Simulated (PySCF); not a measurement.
Geometries of 2 isomers of C3H10N2Si, from PySCF 2.14.0, PBE0-D3(BJ)/def2-SVP geometry optimisation, gas phase. One conformer each, no zero-point energy, no frequencies.

Question: Which isomer lies lower at this level?
A.
```xyz
16
angstrom
C      3.152    0.123   -0.579
N      2.021    0.576   -0.259
Si     0.888   -0.103    0.893
N     -0.646   -0.191    0.107
C     -1.179    0.949   -0.596
C     -1.602   -1.230    0.384
H      3.608   -0.799   -0.156
H      3.776    0.643   -1.331
H      0.957    0.827    2.068
H      1.223   -1.492    1.348
H     -1.643    0.639   -1.551
H     -1.954    1.487   -0.012
H     -0.374    1.658   -0.838
H     -1.114   -2.090    0.865
H     -2.072   -1.593   -0.549
H     -2.422   -0.894    1.052
```
B.
```xyz
16
angstrom
C     -1.778    0.187    0.229
C     -0.309    0.062    0.591
C      0.445   -0.897   -0.338
N      1.857   -0.591   -0.199
Si     2.084    1.095    0.154
N      0.394    1.334    0.481
H     -2.282   -0.791    0.273
H     -1.887    0.599   -0.786
H     -2.300    0.860    0.928
H     -0.237   -0.351    1.621
H      0.071   -0.754   -1.375
H      0.226   -1.940   -0.052
H      2.487   -1.153   -0.757
H      3.029    1.324    1.298
H      2.582    1.958   -0.969
H      0.020    2.085    1.048
```

Answer: B. That is `C[C@H]1CN[SiH2]N1`, 29.5 kcal/mol below the other.

```json
{"SMILES": "C[C@H]1CN[SiH2]N1", "atoms numbered as above": "[CH3:1][C@H:2]1[CH2:3][NH:4][SiH2:5][NH:6]1", "E (Eh)": "-518.72918", "relative (kcal/mol)": "0.0", "relative (kJ/mol)": "0.0", "dipole (D)": "0.80"}
{"SMILES": "C=N[SiH2]N(C)C", "atoms numbered as above": "[CH2:1]=[N:2][SiH2:3][N:4]([CH3:5])[CH3:6]", "E (Eh)": "-518.68219", "relative (kcal/mol)": "29.5", "relative (kJ/mol)": "123.4", "dipole (D)": "0.91"}
```

As drawn, the lower has an N–H bond, which the higher lacks; the higher has a C=N bond, which the lower lacks.
